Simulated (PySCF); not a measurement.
Molecule: SMILES Cc1ccncc1, C$_{6}$H$_{7}$N.

Atoms are numbered as in `[CH3:1][c:2]1[cH:3][cH:4][n:5][cH:6][cH:7]1` (H(Xn): hydrogen on atom n).

Geometry PBE0-D3(BJ)/def2-SVP throughout; GIAO in PySCF 2.14, gas phase, one conformer, non-relativistic; equivalent atoms averaged; functional PBE0.

**Question.** How do the shifts δ (against TMS, NH3 at the same level) depend on the basis set? (ppm; last column core-seconds on shared hosts with different chips, so compare them loosely)

**Answer.** 
| basis set | functions | C4/C6 | C2 | C3/C7 | C1 | N5 | H(C4)/H(C6) | H(C3)/H(C7) | H(C1) | core-s |
| --- | --- | --- | --- | --- | --- | --- | --- | --- | --- | --- |
| STO-3G | 42 | 121.1 | 118.1 | 108.7 | 25.3 | 266.6 | 8.66 | 6.98 | 2.16 | 2.9 |
| pcSseg-0 | 77 | 163.0 | 151.4 | 134.9 | 26.0 | 380.1 | 8.99 | 7.03 | 2.64 | 6.4 |
| 6-31G | 77 | 144.9 | 139.9 | 121.7 | 23.1 | 325.3 | 8.88 | 7.24 | 2.44 | 5.7 |
| 6-31G* | 112 | 143.5 | 138.7 | 118.9 | 21.9 | 307.2 | 8.56 | 6.90 | 2.22 | 9.1 |
| cc-pVDZ | 133 | 148.7 | 145.5 | 124.4 | 22.6 | 331.9 | 8.56 | 6.91 | 2.22 | 11 |
| def2-SVP | 133 | 147.6 | 143.4 | 122.7 | 21.4 | 332.0 | 8.38 | 6.86 | 2.19 | 10 |
| pcSseg-1 | 154 | 155.8 | 151.1 | 129.1 | 22.9 | 354.7 | 8.65 | 7.03 | 2.38 | 15 |
| aug-cc-pVDZ | 224 | 149.4 | 146.0 | 122.8 | 21.8 | 325.1 | 8.83 | 7.29 | 2.39 | 26 |
| 6-311+G(2d,p) | 231 | 154.1 | 150.6 | 127.3 | 21.8 | 340.6 | 8.77 | 7.21 | 2.31 | 24 |
| def2-TZVP | 259 | 155.5 | 152.8 | 128.7 | 22.5 | 348.8 | 8.75 | 7.19 | 2.33 | 31 |
| cc-pVTZ | 308 | 154.5 | 151.2 | 128.0 | 22.4 | 348.1 | 8.70 | 7.18 | 2.34 | 41 |
| IGLO-III | 315 | 159.3 | 156.0 | 132.0 | 22.8 | 351.2 | 8.76 | 7.20 | 2.36 | 42 |

**Question.** Which nucleus moves most, in ppm?

**Answer.** N5 (pyridine-type ring nitrogen): from 266.6 ppm with STO-3G to 380.1 ppm with pcSseg-0. The smallest spread is 0.43 ppm, at H(C3)/H(C7). Proton shifts span only some 12 ppm, so a few tenths of a ppm matter as much there as several ppm in carbon.

**Question.** Taking the largest basis, IGLO-III (315 functions), as the yardstick, rank the others by their worst heavy-atom deviation.

**Answer.** def2-TZVP 3.7 ppm (259 functions), cc-pVTZ 4.9 ppm (308 functions), pcSseg-1 5.0 ppm (154 functions), 6-311+G(2d,p) 10.6 ppm (231 functions), def2-SVP 19.2 ppm (133 functions), cc-pVDZ 19.3 ppm (133 functions), 6-31G 25.9 ppm (77 functions), aug-cc-pVDZ 26.1 ppm (224 functions), pcSseg-0 29.0 ppm (77 functions), 6-31G* 44.0 ppm (112 functions), STO-3G 84.5 ppm (42 functions).

A small basis that lands close on one nucleus may do so by chance; judge by the trend and by all nuclei.
